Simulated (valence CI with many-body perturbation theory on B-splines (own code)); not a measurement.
**Questions on Gd⁵⁰⁺**

Calculated by relativistic CI+MBPT: four valence electrons over a frozen Dirac-Fock core [Ne], radial functions for each j: 11 s, 11 p, 9 d, 7 f, 5 g, 2 h, 1 i, with the one-electron correlation potential Σ1, the two-electron term Σ2, the three-electron term Σ3, Breit, model QED; selected CI, second order for the rest (own B-spline code, finite nucleus).

No measured spectrum was set against this ion. As an estimate, large intervals hold to a few tenths of a per cent, small ones and those within an open d or f shell to about a per cent.

Levels are named by their leading jj configuration (3d3/2^4 stands for four electrons in 3d with j = 3/2), which in mixed levels can hold well under half, so a name can repeat and another be missing.

Rates and lifetimes use the calculated energies. Strong lines usually hold to 10 to 20 %, long lifetimes can be off by a factor of two.

**Question.** What is the ground level?

**Answer.** (3s^2 3p1/2^2) J=0, composition 70 % 3s2 3p2 3P + 29 % 3s2 3p2 1S.

**Question.** Name the longest-lived excited levels whose lifetime is computed, and their main decay.

**Answer.** (3s^2 3p1/2 3p3/2) J=2 at 1443.0 × 10³ cm⁻¹ lives 3.43 μs, mostly by E2 to (3s^2 3p1/2^2) J=0; (3s^2 3p3/2 3d5/2) J=4 at 4653.8 × 10³ cm⁻¹ lives 32.9 ns, mostly by M1 to (3s^2 3p1/2 3d5/2) J=3; (3s^2 3p1/2 3p3/2) J=1 at 1379.2 × 10³ cm⁻¹ lives 30.6 ns, mostly by M1 to (3s^2 3p1/2^2) J=0.

**Question.** What is the ionisation energy?

**Answer.** 4579.8 eV; NIST lists 4578 ± 4 eV (theoretical).

**Question.** Where does the other parity begin?

**Answer.** At (3s 3p1/2^2 3p3/2) J=2, 2455.8 × 10³ cm⁻¹.

**Question.** How well does LS coupling describe the low levels?

**Answer.** Among the lowest 20 levels the leading LS term, summed over configurations, holds 58 % on average. For single configurations the figures are 56 % in LS and 92 % in jj coupling. Terms mix most in the J = 2 level at 4004.4 × 10³ cm⁻¹, where the leading one holds 29 %.

**Question.** What are the static dipole polarisabilities of the lowest levels?

**Answer.** (3s^2 3p1/2^2) J=0 0.00505 bohr³, of which the core gives 8.69e-05.
